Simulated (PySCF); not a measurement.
Polarisability and C₆ of Mn(3+) (manganese, charge +3)

[Ar] 3d4, high-spin 5D determinant. All numbers are calculated (PySCF 2.14, scalar relativity by spin-free X2C-1e, in x2c-TZVPPall with one added diffuse shell each of s, p, d, f type (7s6p5d3f1g, 80 functions)). Coupled (time-dependent) response in atomic units; α is the mean over directions.

| method | mean α (bohr³) | α xx, yy, zz | C₆ (like pair) | S(−4) |
| --- | --- | --- | --- | --- |
| UHF | 1.806 | 1.738, 1.738, 1.941 | 4.437 | 0.9907 |
| PBE | 2.072 | 1.983, 1.983, 2.251 | 5.104 | 1.671 |
| PBE0 | 1.976 | 1.896, 1.896, 2.137 | 4.866 | 1.398 |

S(−4) is the Cauchy moment in α(ω) = α(0) + S(−4) ω² + …

α(iu) at PBE0:

```csv
u (hartree),α(iu) (bohr³)
0,1.976
0.0500,1.973
0.100,1.963
0.200,1.924
0.300,1.865
0.500,1.716
0.750,1.521
1.00,1.345
1.50,1.058
2.00,0.8434
3.00,0.5574
5.00,0.2839
```

For an ion, C₆ is the dispersion term alone; charge-induced terms of lower order in 1/R come first.

The components differ because the open shell of this determinant is not spherical; for a pure term their mean is the scalar polarisability.
